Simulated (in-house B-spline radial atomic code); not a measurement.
Atomic self-consistent-field run: Ca IX (Ca8+). Computed with a radial B-spline atomic code at the basis-set limit: scalar-relativistic (X2C) B97-1, spin-polarised, spherical fractional occupations, Fermi nucleus of rms radius 3.4776 fm.

Command:
```bash
python run_scf.py task.json out
```
Settings (nuclear radius in fm, mass in u):
```
Z                20
configuration    [Ne] 3s2
hamiltonian      x2c
method           b97_1
spin_polarised   True
nucleus          fermi
rms_radius       3.4776
atomic_mass      39.96259
speed_of_light   137.035999084
```

Output (hartree, bohr):
```
 radial grid: 65 intervals, B-splines of order 8, outer radius 7.931 bohr

 iter        energy (Eh)    residual
    1        -650.258883    1.10e+00
    2        -657.740546    2.95e-01
    3        -658.176811    1.12e-01
    4        -658.242393    4.17e-02
    5        -658.252711    1.07e-02
    6        -658.253410    9.40e-05
    7        -658.253410    4.02e-06
    8        -658.253410    1.59e-08

 total energy                      -658.25341
 kinetic                             663.6146
 electron-nucleus                  -1489.2811
 Hartree                             199.1191
 exact exchange                       -6.5567
 exchange-correlation                -25.1494

 orbital      occ     eigenvalue          <r>       <r^2>       <1/r>     <1/r^3>       r_max
 1s up      1.000      -152.4838    0.0765551  0.00789549     19.9125           -     0.05002
 1s down    1.000      -152.4838    0.0765551  0.00789549     19.9125           -     0.05002
 2s up      1.000       -21.5613     0.360026    0.153195     4.11394           -      0.2983
 2s down    1.000       -21.5613     0.360026    0.153195     4.11394           -      0.2983
 2p up      3.000       -18.5939      0.32332    0.128854     3.99022     191.888       0.245
 2p down    3.000       -18.5939      0.32332    0.128854     3.99022     191.888       0.245
 3s up      1.000        -6.6333      1.00062     1.13697      1.4176           -      0.9155
 3s down    1.000        -6.6333      1.00062     1.13697      1.4176           -      0.9155
```

Run time, properties included: 0.21 s on 1 thread of Arm Neoverse V2 (shared host).
